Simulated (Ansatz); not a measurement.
Job for Ansatz (a quantum-chemistry and plane-wave program): U-CAM-B3LYP/def2-TZVPP on CHCl2 (SMILES Cl[CH]Cl).

Ansatz 0.2 input:
```yaml
crystal:
  periodic: [false, false, false]
  atoms:
    - {symbol: C, position_ang: [0.00773096, 0.15998641, 0.14102266]}
    - {symbol: Cl, position_ang: [1.47501473, -0.66882631, -0.11057997]}
    - {symbol: Cl, position_ang: [-1.46292070, -0.69856711, 0.08420159]}
    - {symbol: H, position_ang: [-0.01982498, 1.20740702, -0.11464427]}
basis:
  gaussian:
    orbitals: def2-TZVPP
hamiltonian:
  xc: {name: CAM-B3LYP}
magnetization: {spin_polarized: true, initial_magnetization: 1}
```

Output:

```
WARN ansatz: RAYON_NUM_THREADS=4 ignored (pool sized by the plan → 4); use --threads N
Functional definition: CAM-B3LYP
integrals: 0.06 GiB planned
865 factors; their error is unknown
integrals: 0.09 GiB planned
149 factors; integrals over basis functions are off by at most 1.9e-5 eV
mean field: 0.68 GiB planned
mean field evaluation 1: about -26097.4649 eV, gradient 1.1e1 eV
mean field evaluation 2: about -26097.6447 eV, gradient 1.1e1 eV
mean field evaluation 4: about -26098.1632 eV, gradient 6.0e-1 eV
mean field evaluation 8: about -26098.2122 eV, gradient 1.7e-1 eV
mean field evaluation 16: about -26098.2124 eV, gradient 5.5e-5 eV
mean field -26098.21240373 eV, -959.0916158335 hartree, gradient 5.5e-5 eV, S^2 0.755642; 0 other end points of the search recorded, 0 dependent functions left out
reference -26098.21251092 eV, -959.0916197725 hartree; 21, 20 occupied and 108, 109 virtual orbitals, 865 factors
Total energy: -26098.21251092 eV, -959.0916197725 hartree
```

The calculation finished and met its thresholds.

Cost: very roughly 5 core-seconds.
